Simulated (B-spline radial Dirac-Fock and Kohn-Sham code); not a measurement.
# Dipole and non-dipole photoemission parameters of Ti⁺ 2s

System: Ti⁺ in the configuration [Ar] 3d2 4s1; threshold 564.7 eV (orbital energy of the model). Method: Dirac-Hartree-Slater photoionisation with a Latter tail; cross sections with all multipoles, angular parameters from the dipole term and its interference with E2. Computed with a radial B-spline solver.

| hν (eV) | σ (kb) | β | γ |
| --- | --- | --- | --- |
| 693 | 158 | 2.000 | 0.270 |
| 771 | 135 | 2.000 | 0.123 |
| 800 | 128 | 2.000 | 0.086 |
| 979 | ? | ? | ? |
| 1030 | 85.3 | 2.000 | -0.044 |
| 1160 | 69.5 | 2.000 | -0.053 |
| 1460 | 45.7 | 2.000 | -0.011 |
| 1486.9 | 44.2 | 2.000 | -0.005 |
| 2000 | 24.7 | 2.000 | 0.136 |
| 2100 | 22.3 | 2.000 | 0.165 |
| 2120 | 21.9 | 2.000 | 0.171 |
| 2460 | 16.1 | 2.000 | 0.271 |
| 4000 | 5.45 | 2.000 | 0.680 |
| 4720 | 3.70 | 2.000 | 0.844 |
| 6120 | 1.97 | 2.000 | 1.128 |
| 7560 | 1.16 | 2.000 | 1.381 |
| 9030 | 0.738 | 1.999 | 1.612 |
| 9251.7 | 0.693 | 1.999 | 1.645 |
| 15000 | 0.190 | 1.999 | 2.372 |

Problem. Give the values at 979 eV.

Solution. σ = 92.8 kb, β = 2.000, γ = -0.032. For an s subshell δ is negligible.
